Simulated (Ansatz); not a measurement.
Basis-set series for `[GeH3][CH2]Br`. The species carries charge 0 and has multiplicity 1. All single points use the PBE0-D4/def2-TZVP geometry.

| functional | basis | functions | energy (Eh) | HOMO (eV) | LUMO (eV) |
| --- | --- | --- | --- | --- | --- |
| PBE0-D4 | def2-SVP | 103 | -4691.04995 | -7.59 | -0.07 |
| PBE0-D4 | def2-TZVPP | 197 | -4691.66996 | -7.71 | -0.31 |
| ωB97M-V | def2-SVP | 103 | -4691.36093 | -9.77 | 1.97 |
| ωB97M-V | def2-TZVPP | 197 | -4691.98223 | -9.91 | 1.62 |

**Question.** Give the rows for def2-QZVPP. (Best estimate.)

**Answer.** The calculation gave: 
```tsv
functional	basis	functions	energy (Eh)	HOMO (eV)	LUMO (eV)
PBE0-D4	def2-QZVPP	385	-4691.77009	-7.72	-0.47
ωB97M-V	def2-QZVPP	385	-4692.07963	-9.92	1.20
```

Positive LUMOs are unbound and depend on the basis. Scalar relativity is left out up to krypton.

Results of the Gaussian-basis code of Ansatz.
